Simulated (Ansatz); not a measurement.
Frontier orbitals of CH$_{3}$BrF$_{2}$OZr, SMILES `C[O][Zr]([F])([F])[Br]`.

```xyz
9

C     0.536    1.530   -0.552
O     0.056    0.281   -0.152
Zr   -0.568   -1.400    0.412
F    -2.427   -1.265    0.777
F    -0.289   -2.652   -0.990
Br    0.696   -2.084    2.480
H     1.315    1.866    0.138
H    -0.277    2.260   -0.553
H     0.957    1.464   -1.559
```

The species carries charge 0 and has multiplicity 1. Correlated methods include outer-core shells of Br, Zr, which these sets cover unevenly. Scalar relativity is left out up to krypton. Zr: def2 effective core potential. The geometry is a stationary point of PBE0-D4/def2-TZVP. It is one conformer, not always the lowest. Basis def2-TZVPP, Ansatz.

Orbital energies of one run (eV). Highest occupied ones, from the top: -8.14, -8.26, -8.71, -8.84, -9.33, -10.94, -11.23, -11.43, -11.46, -11.96, -11.98, -12.78, -12.82, -13.26. Empty: -1.52, -1.50, -0.88, -0.52, -0.27, -0.07.

Which functional gave them?
A. PBE
B. r2SCANh
C. CAM-B3LYP
D. ωB97X-V

B. HOMO energies: r2SCANh -8.14, CAM-B3LYP -9.95, PBE -7.30, ωB97X-V -10.96 eV.
